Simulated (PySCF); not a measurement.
C2H5BS2.
Z-matrix (Å and degrees, PBE0-D3(BJ)/def2-SVP geometry), rows numbered from 1:
```
B 
S   1  1.7866
C   2  1.8330  1   95.11
C   3  1.5139  2  110.06  1    30.47
S   1  1.7865  2  115.72  3    -9.55
H   1  1.2015  2  122.14  3   170.44
H   3  1.1012  2  107.51  1   -90.78
H   3  1.1001  2  108.33  1   152.42
H   4  1.1012  3  111.20  2    77.73
H   4  1.1001  3  111.35  2  -161.44
```

The calculation used core-valence-separated Tamm–Dancoff BHandHLYP/aug-pcX-1 (pcseg-1 on H, def2-SVPD on S) in PySCF, non-relativistic, gas phase, PBE0-D3(BJ)/def2-SVP geometry. No shift to experiment was applied.

Question: Give energies, oscillator strengths and core holes at the B K edge.

Answer: 
| E (eV) | f | core hole on | main final orbital |
| --- | --- | --- | --- |
| 187.24 | 0.0857 | B1 | LUMO (85 %) |
| 191.26 | 0.0083 | B1 | LUMO+1 (47 %) |
| 191.99 | 0.0068 | B1 | LUMO+3 (88 %) |
| 192.14 | 0.0134 | B1 | LUMO+4 (47 %) |
| 192.41 | 0.0300 | B1 | LUMO+2 (57 %) |
| 192.48 | 0.0099 | B1 | spread |
| 192.69 | 0.0065 | B1 | LUMO+5 (68 %) |

The first line with a tenth or more of the strongest one's intensity is at 187.24 eV (f = 0.086), with the hole on B1 (three-coordinate boron). It is also the strongest listed.

Question: List the carbon K-edge absorption lines.

Answer: 
```json
{"E (eV)": "285.35", "f": "0.1047", "core hole on": "C3/C4", "main final orbital": "LUMO+7 (2 roots, f summed)"}
{"E (eV)": "286.56", "f": "0.0411", "core hole on": "C3/C4", "main final orbital": "LUMO+1 (2 roots, f summed)"}
{"E (eV)": "286.80", "f": "0.0025", "core hole on": "C3/C4", "main final orbital": "LUMO (2 roots, f summed)"}
{"E (eV)": "287.10", "f": "0.0635", "core hole on": "C3/C4", "main final orbital": "LUMO+5 (2 roots, f summed)"}
{"E (eV)": "287.75", "f": "0.0022", "core hole on": "C3/C4", "main final orbital": "LUMO+2 (2 roots, f summed)"}
```

The first line with a tenth or more of the strongest one's intensity is at 285.35 eV (f = 0.105, sum of 2), with the hole on C3/C4 (sp3 carbon bound to sulfur). It is also the strongest listed.

Roots within 0.03 eV whose holes lie on the same, on equivalent or on shared atoms are summed into one line, and the highest roots are left out, as the search may have cut off their partners. Final orbitals are the ground state's empty Kohn–Sham orbitals.

Question: What is the summed oscillator strength of the listed B K lines, and their intensity-weighted mean energy?

Answer: Σf = 0.161 over 7 lines from 187.24 to 192.69 eV; the weighted mean is 189.57 eV. The strongest line holds 53 % of the sum.

The list ends where the root search ended, not at a threshold.

One conformer stands for the species.
